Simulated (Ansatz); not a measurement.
`O[SiH2]/C=C/[SiH3]` + H₂ → `[SiH3]/C=C/[SiH3]` + H₂O at 600 K and 1 bar (hydrogenolysis of the Si–O bond).

Gas-phase electronic energies from Ansatz, PBE0-D4/def2-TZVP geometries. CBS: MP2 limit from def2 TZ/QZ plus the TZ coupled-cluster correction, frozen cores. This one scheme is used for every species. Double bonds are as drawn, so ΔE can hold a change between cis and trans. Each species was taken in one conformer, which may not be the lowest.

```csv
species,CCSD(T)/CBS energy (Eh),H − E (kJ/mol),S (J/(mol·K))
`O[SiH2]/C=C/[SiH3]`,-734.27080,308.0,487.8
H₂,-1.17544,43.9,150.8
`[SiH3]/C=C/[SiH3]`,-659.04033,281.3,438.6
H₂O,-76.37941,76.8,212.8
```

H − E and S are ideal-gas, rigid-rotor, harmonic terms from PBE0-D4/def2-TZVP, for one conformer and one mirror image of each species. The MP2-based limit puts H₂ 0.8 mEh under its directly extrapolated value; such offsets cancel only in part. 1 Eh = 2625.50 kJ/mol, R = 8.31446 J/(mol·K).

Task: By hand: ΔE, ΔH, ΔS and ΔG.

Result: ΔE = (-659.04033) + (-76.37941) − (-734.27080) − (-1.17544) = 0.02650 Eh = 69.6 kJ/mol. Δ(H − E) = 281.3 + 76.8 − 308.0 − 43.9 = 6.2, so ΔH = 75.8 kJ/mol. ΔS = 438.6 + 212.8 − 487.8 − 150.8 = 12.8 J/(mol·K). ΔG = 75.8 − 600 × (12.8)/1000 = 68.1 kJ/mol.

Task: By hand: the equilibrium constant, and the temperature at which ΔG would vanish if ΔH and ΔS stayed fixed.

Result: log₁₀ K = −ΔG/(RT ln 10) = -5.9. ΔG = 0 at ΔH/ΔS = 5922 K, far beyond where these terms or the molecules hold.

The number of gas molecules stays the same, so ΔS is small and ΔH decides. A doubt of 5 kJ/mol in ΔE shifts log₁₀ K by 0.4 here. Other conformers and mirror images would add mixing entropy, several J/(mol·K) or more a flexible species. These are equilibria of isolated gas molecules and say nothing of rates. Largest T1 diagnostic: 0.012 (customary marks: 0.02 for closed shells, 0.045 for open ones).
